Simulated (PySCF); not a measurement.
## An excited-state table with gaps

Species: CH₉Ge₂PSe.
SMILES: `[CH3][GeH2][Se][GeH2][PH2]`

Level of theory: TDDFT CAM-B3LYP/def2-SVPD, vertical, gas phase, core orbitals frozen in the response (PySCF 2.14.0, density-fitted response routines). One conformer (not necessarily the lowest) at the PBE0-D3(BJ)/def2-SVP geometry, without solvent, vibrations or thermal averaging. Relativistic effects, spin–orbit coupling among them, are left out although an element past zinc is present. Torsions of this conformer, `[CH3:1][GeH2:2][Se:3][GeH2:4][PH2:5]`: C1–Ge2–Se3–Ge4 49°, Ge2–Se3–Ge4–P5 42°, H–P5–Ge4–Se3 170°, H–P5–Ge4–Se3 75°.

Lowest singlets, with some entries withheld (?).

| state | ν̃ (cm⁻¹) | f | main configurations (H = HOMO, L = LUMO) |
| --- | --- | --- | --- |
| S1 | 39520 | 0.0076 | H→L (83%) |
| S2 | 41740 | 0.015 | H→L+1 (89%) |
| S3 | 47910 | 0.0062 | H→L+2 (81%) |
| S4 | 49800 | 0.032 | H-1→L (57%), H→L+3 (21%) |
| S5 | 50780 | 0.098 | H→L+3 (49%), H-1→L (19%) |
| S6 | ? | 0.0073 | H→L+4 (38%), H→L+5 (18%), H-1→L (10%) |
| S7 | ? | 0.010 | H-1→L+1 (61%), H→L+4 (9%) |
| S8 | ? | 0.0036 | H→L+6 (55%), H-2→L (14%) |
| S9 | ? | 0.015 | H-1→L+2 (37%), H-2→L (24%), H→L+6 (15%) |
| S10 | ? | 0.018 | H→L+5 (48%), H→L+7 (12%), H→L+4 (11%) |

Supply the missing values.

- S6: ν̃ = 51990 cm⁻¹
- S7: ν̃ = 52970 cm⁻¹
- S8: ν̃ = 53390 cm⁻¹
- S9: ν̃ = 54170 cm⁻¹
- S10: ν̃ = 55120 cm⁻¹

Where do the lowest triplets lie (Tamm–Dancoff)?

T1 4.52 eV, H→L (80%); T2 4.75 eV, H→L+1 (82%); T3 5.25 eV, H-1→L (59%); T4 5.67 eV, H-1→L+3 (19%), H→L+2 (12%), H-1→L+4 (10%). E(S1) − E(T1) = +0.38 eV.

What is the vertical ionisation energy by ΔSCF at this level?

8.51 eV; −ε(HOMO) is 7.88 eV.

How far apart are S9 and S10, in eV and cm⁻¹?

6.834 − 6.717 = 0.117 eV, or about 950 cm⁻¹.

On Arm Neoverse V1, one thread, on a shared host, this took 3.8 min.
